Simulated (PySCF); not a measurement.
Geometries of 2 isomers of [C6H6NO]+ (charge +1), from PBE0-D3(BJ)/def2-SVP geometry optimisation, gas phase (PySCF). One conformer each, no zero-point energy, no frequencies.

Task: Which is lower in electronic energy at this level?
A.
```xyz
14
angstrom
O     -2.198    0.734    1.914
C     -2.078    0.228    0.922
C     -1.634   -0.384   -0.351
N     -0.231   -0.218   -0.367
C      0.409    0.966   -0.723
C      1.708    0.865   -0.311
C      1.864   -0.399    0.347
C      0.658   -1.039    0.321
H     -1.960   -1.440   -0.352
H     -2.156    0.136   -1.176
H     -0.111    1.744   -1.280
H      2.488    1.604   -0.486
H      2.786   -0.800    0.765
H      0.356   -2.022    0.681
```
B.
```xyz
14
angstrom
C     -1.765    2.054    0.293
C     -1.613    0.898   -0.025
C     -1.453   -0.495   -0.394
N     -0.028   -0.874   -0.465
C      0.921   -0.638    0.519
C      2.074   -1.164    0.045
O      1.823   -1.695   -1.181
C      0.565   -1.503   -1.456
H     -1.908    3.086    0.571
H     -1.936   -1.162    0.339
H     -1.897   -0.706   -1.379
H      0.688   -0.108    1.440
H      3.089   -1.238    0.427
H      0.133   -1.842   -2.397
```

Result: A. That is `[O+]#CCn1cccc1`, 8.4 kcal/mol below the other.

```csv
SMILES,atoms numbered as above,E (Eh),relative (kcal/mol),relative (kJ/mol),dipole about centre of mass (D)
[O+]#CCn1cccc1,[O+:1]#[C:2][CH2:3][n:4]1[cH:5][cH:6][cH:7][cH:8]1,-361.21680,0.0,0.0,5.21
C#CC[n+]1ccoc1,[CH:1]#[C:2][CH2:3][n+:4]1[cH:5][cH:6][o:7][cH:8]1,-361.20340,8.4,35.2,1.29
```
